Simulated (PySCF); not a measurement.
Compound: C4H11NSi3.
Numbering: `[CH:1]#[C:2][CH2:3][C@@H:4]1[SiH2:5][SiH2:6][Si@H:7]1[NH2:8]`

Structure used (GFN2-xTB), in Å, numbered top down from 1:
```xyz
19
C4H11NSi3 angstrom
C      1.891    2.786    0.788
C      1.853    1.716    0.252
C      1.763    0.399   -0.340
C      0.559   -0.373    0.212
Si     0.374   -2.172   -0.499
Si    -1.848   -1.649   -1.000
Si    -1.176    0.432   -0.186
N     -2.109    1.028    1.143
H      1.941    3.733    1.237
H      2.692   -0.142   -0.130
H      1.672    0.503   -1.426
H      0.694   -0.426    1.299
H      0.753   -3.173    0.510
H      1.330   -2.375   -1.597
H     -2.259   -1.765   -2.406
H     -2.879   -2.406   -0.275
H     -1.019    1.628   -1.019
H     -1.822    1.887    1.584
H     -2.421    0.378    1.847
```

NICS is the negative of the GIAO shielding at a point without a nucleus: at the ring centre (0) and 1 Å above and below it (1); zz is the component along the ring normal. Level: GIAO PBE0/pcSseg-1 (PySCF, non-relativistic, gas phase) on the GFN2-xTB geometry, one conformer.

Ring bond lengths (Å), with Mayer bond orders in brackets: C4–Si5 1.943 (0.87), Si5–Si6 2.337 (0.88), Si6–Si7 2.333 (0.88), Si7–C4 1.954 (0.78).

Task: Give the NICS values of each ring in ppm.

Result: 
| ring | type | NICS(0) | NICS(1), two faces | NICS(1)zz, two faces | rms pucker (Å) | centre to ring atoms, mean (Å) |
| --- | --- | --- | --- | --- | --- | --- |
| C4–Si5–Si6–Si7 | 4-membered ring with 3 Si; formal bonds all single | 0.9 | -1.5 / -1.0 | 4.8 / 5.8 | 0.03 | 1.51 |

Task: What can be read from them?

Result: 
- C4–Si5–Si6–Si7: mean NICS(1)zz 5.3 ppm, deshielded. C4, Si5, Si6, Si7 have four or more neighbours, and the NICS criterion for π rings isn't applied.

Task: What are the shieldings of the ring atoms and their hydrogens in the same run (means over atoms taken as equivalent)?

Result: 
```csv
atoms,environment,σ isotropic (ppm)
C4,sp3 carbon bound to silicon,153.1
Si5,SiH2 silicon,420.5
Si6,SiH2 silicon,443.0
Si7,SiH silicon,354.9
H12,methine hydrogen,30.23
H13,Si–H hydrogen,27.38
H14,Si–H hydrogen,27.91
H15,Si–H hydrogen,27.51
H16,Si–H hydrogen,27.53
H17,Si–H hydrogen,26.30
```
